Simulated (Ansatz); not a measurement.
Reaction (atomization): `[CH3][GeH2][S]`• → C• + Ge• + 5 H• + S•

Program: Ansatz. Geometries: PBE0-D4/def2-TZVP. ΔE: electronic, gas phase. CCSD(T)/CBS adds triple-zeta CCSD(T) − MP2 to the extrapolated MP2 energy (def2 sets, frozen cores). This one scheme is used for every species, atoms too. For atomizations the MP2-based limit and the directly extrapolated one differ by several kJ/mol either way, and by 10 to 25 for some Ge, Se and Sn compounds, so smaller differences from it don't rank the levels. DFT in def2-TZVPP. HSE06 is defined as in plane-wave codes. Open shells (•) are unrestricted, without spin–orbit coupling. Spin–orbit coupling would lower the free atoms: a little for C, S; clearly for Ge. For Ge outer-core shells are correlated without core-valence functions, so the limit isn't a true one: a few kJ/mol of doubt a bond, and 10 to 20 or more in all where bonds break to atoms. Scalar relativity is left out up to krypton.

| level | ΔE (kJ/mol) |
| --- | --- |
| PBE-D4 | 2465.8 |
| PBE0-D4 | 2447.6 |
| ωB97M-V | 2447.8 |
| B2PLYP | 2418.1 |
| HSE06 | 2436.8 |
| HF/def2-TZVPP | 1826.9 |
| HF/def2-QZVPP | 1827.4 |
| SCS-MP2/def2-QZVPP | 2440.8 |

(1) What does CCSD(T)/CBS give? (Best estimate.)

Largest T1 diagnostic among the species: 0.012.

## Answers

(1) Computed: +2455.1 kJ/mol. The listed levels differ from it by 10.7, -7.5, -7.3, -37.0, -18.3, -628.2, -627.7, -14.3 kJ/mol.

The D4 term adds +23.7 kJ/mol with B3LYP and +12.3 kJ/mol with PBE0; it sums over pairs of atoms, weighted by their polarisabilities, and B3LYP, whose exchange is more repulsive, gets the larger term. In def2-TZVPP, CCSD(T) changes the Hartree–Fock value by +579.8 kJ/mol (the triples alone add +28.7 kJ/mol) and MP2 by +572.3 kJ/mol; breaking electron pairs costs correlation energy, which Hartree–Fock lacks. Leaving LDA and LC-ωPBE aside and taking each functional with its dispersion term where it has one, the values, not all of them listed here, spread over 76.9 kJ/mol, from BHLYP-D4 to B97M-V. LDA lies +316.3 kJ/mol from PBE without D4, its usual overbinding.

B3LYP here is the variant with VWN-RPA as its local correlation; programs differ in this.
